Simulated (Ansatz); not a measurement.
Geometry optimisation, UKS PBE-D4/def2-SVP in Ansatz.

Input:

```yaml
crystal:
  periodic: [false, false, false]
  atoms:
    - { symbol: B, position_ang: [0.0, 0.0, -0.413055] }
    - { symbol: Cl, position_ang: [1.0e-06, 0.0, 2.630732] }
    - { symbol: Cl, position_ang: [1.556447, 0.0, -1.147351] }
    - { symbol: Cl, position_ang: [-1.556447, 0.0, -1.14735] }
    - { symbol: F, position_ang: [-1.0e-06, 0.0, 4.237024] }
magnetization:
  spin_polarized: true
  initial_magnetization: 1
basis:
  gaussian: { orbitals: def2-SVP }
hamiltonian:
  xc: pbe
  dispersion: d4
relax:
  f_tol: 0.03
  max_steps: 50
```

Run as:

```bash
$ ansatz run input.yaml --threads 2 --pin off --max-ram 3072MiB --backend cpu --events-out ev --progress --plain --runs-dir out
```

Task: Where does it end, and by what steps?

Result: The forces met the threshold. After 7 steps the energy has fallen by 2.290 eV; Cl2 moved furthest, 0.86 Å. Parted: Cl2–F5. Joined: B1–Cl2.

```tsv
step	energy less start (eV)	largest force component (eV/Å)	accepted
0	0.0000	3.538	yes
1	-0.2915	3.183	yes
2	-0.6666	3.771	yes
3	-1.3215	4.289	yes
4	-1.9513	2.056	yes
5	-2.2517	0.520	yes
6	-2.2891	0.083	yes
7	-2.2899	0.029	yes
```

```xyz
5
Properties=species:S:1:pos:R:3
B 0.000 0.000 -0.003
Cl 0.000 0.000 1.767
Cl 1.523 0.000 -0.857
Cl -1.523 0.000 -0.857
F 0.000 0.000 4.110
```

Whether the end is a true minimum wasn't checked by a vibrational analysis.

Run time: 30 s on 2 threads of Arm Neoverse V2, with other jobs on the host, peak memory 0.19 GiB.
